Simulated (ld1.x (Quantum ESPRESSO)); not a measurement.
# Before and after: TM potential for Sn (Z = 50)

ld1.x (Quantum ESPRESSO) 7.5 input, shortened:

```
&input
   title='Sn', zed=50., rel=1, dft='BP', iswitch=3,
   config='[Kr] 4d10 5s2 5p1.75 5d-2'
 /
 &inputp
   pseudotype=2, tm=.true., lloc=0,
   nlcc=.true., new_core_ps=.true., rcore=1.55
 /
3
5P  2  1   1.75   0.00  2.60  2.60  0.0
5D  3  2  -2.00  -0.10  2.20  2.20  0.0
5S  1  0   2.00   0.00  1.50  1.50  0.0
 &test
   configts(1)='5s2 5p1.75'
 /
```

Change: core correction none.

Cutoffs: the cutoffs (Ry, on a coarse ladder) from which the occupation-weighted sum of valence levels, in a spherical-Bessel basis at the reference potential, stays within 10 and 1 mRy of its value at 400 Ry; they do not see the model core or the augmentation charge, which bear on the density cutoff. Errors are all-electron minus pseudo energies relative to the spin-unpolarised reference configuration.

How do hardness, ghosts and transferability respond?

The potential gets neither clearly harder nor softer (35 Ry and 110 Ry → 35 Ry and 110 Ry); both files keep a bound ghost (d); of the 7 tests that both files solve, the error grows in 2 and shrinks in 5 by more than 15 % and 0.3 meV (median size 18.7 → 12.1 meV).

```tsv
quantity	base	changed
cutoff, loose	35 Ry	35 Ry
cutoff, tight	110 Ry	110 Ry
bound ghosts	d	d
error for 5s2 5p2, meV [ΔE -1.15 eV]	+0.1	+0.5
error for 5s2 5p1, meV [ΔE 5.88 eV]	-5.5	+2.1
error for 5s2 5p0, meV [ΔE 20.01 eV]	-50	+32
error for 5s1 5p2, meV [ΔE 13.56 eV]	-37	+12
error for 5s1 5p0, meV [ΔE 51.18 eV]	-304	+142
error for 5s1 5p3, meV [ΔE 5.85 eV]	-19	+22
error for 5s2 5p1.5, meV [ΔE 1.54 eV]	-0.6	-0.1
s: phases at 2.84 bohr within 0.05 rad from the reference energy up to (Ry; the scan ends near 5)	0.8	0.8
p: phases at 2.84 bohr within 0.05 rad from the reference energy up to (Ry; the scan ends near 5)	4.2	4.2
d: phases at 2.84 bohr within 0.05 rad from the reference energy up to (Ry; the scan ends near 5)	0.6	0.6
```

 A true bound ghost makes a file unfit for plane-wave use even where its test errors are small: the radial tests pick states by their node count and pass the ghost by.
